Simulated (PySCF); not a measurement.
Delta-SCF ions had no search for a lower state. Excitations are Tamm–Dancoff values on a coarser integration grid. The basis has no diffuse functions, so Rydberg states are missing or too high.

Cartesian coordinates (Å):
SMILES: [SH][GeH2][GeH2][SH]
```xyz
10

S     -2.8735     0.2246     0.4597
Ge    -0.7937     0.9589    -0.0304
Ge     0.8304    -0.8089     0.4053
S      2.9118    -0.0823    -0.0884
H     -2.8533    -0.7664    -0.4624
H     -0.5790     2.1546     0.9193
H     -0.7145     1.4430    -1.4950
H      0.6096    -2.0051    -0.5424
H      0.7514    -1.2909     1.8707
H      2.8973     0.9113     0.8311
```
Charge 0, multiplicity 1.

Task: What is the computed LUMO, S1–T1 gap (TDA), brightest of the four lowest singlets (TDA), HOMO–LUMO gap, vertical ionisation energy (Delta-SCF), S1 excitation (TDA), total energy and S1 oscillator strength (PBE-D3(BJ)/def2-TZVP // B3LYP-D3(BJ)/def2-SVP run with PySCF)?

Result: 
The LUMO is -1.76 eV. The S1–T1 gap (TDA) is 0.54 eV. The brightest of the four lowest singlets (TDA) is 4.46 eV and the HOMO–LUMO gap comes out as 4.13 eV. The vertical ionisation energy (Delta-SCF) is 8.34 eV and the S1 excitation (TDA) is 4.46 eV. The total energy is -4953.1060 Ha and the S1 oscillator strength comes out as 0.099.
